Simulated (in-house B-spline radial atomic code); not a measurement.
A fraction x of an electron is removed from 2p in N, starting from [He] 2s2 2p3 and keeping the highest spin. All numbers are computed (scalar-relativistic (X2C) PBE, spin-polarised, spherical fractional occupations; Fermi nucleus of rms radius 2.5582 fm) with a radial B-spline atomic code at the basis-set limit, not measured.

```tsv
x	E(x) - E(0) (eV)	2p up level (eV)
0	0.0000	-8.298
0.03	0.2544	-8.663
0.14	1.2819	-10.026
0.26	2.5767	-11.561
0.45	5.0116	-14.089
0.5	5.7332	-14.774
0.59	7.1189	-16.026
0.63	7.7712	-16.590
0.87	12.1676	-20.074
0.9	12.7765	-20.522
1	14.9039	-22.031
```

The exact functional would give a straight line between the two integer points. Deviations E(x) - E(0) - x[E(1) - E(0)], in eV: -0.193 at x = 0.03, -0.805 at x = 0.14, -1.298 at x = 0.26, -1.695 at x = 0.45, -1.719 at x = 0.5, -1.674 at x = 0.59, -1.618 at x = 0.63, -0.799 at x = 0.87, -0.637 at x = 0.9.

The curve lies below the straight line by up to 1.719 eV (at x = 0.5): convex, the delocalisation error that favours fractional charges.

**Question.** How well does Slater's transition state (minus the level at half occupation) give the ionisation energy?

**Answer.** It gives 14.774 eV against 14.904 eV from the two total energies; NIST lists 14.53 eV, ground level to ground level.
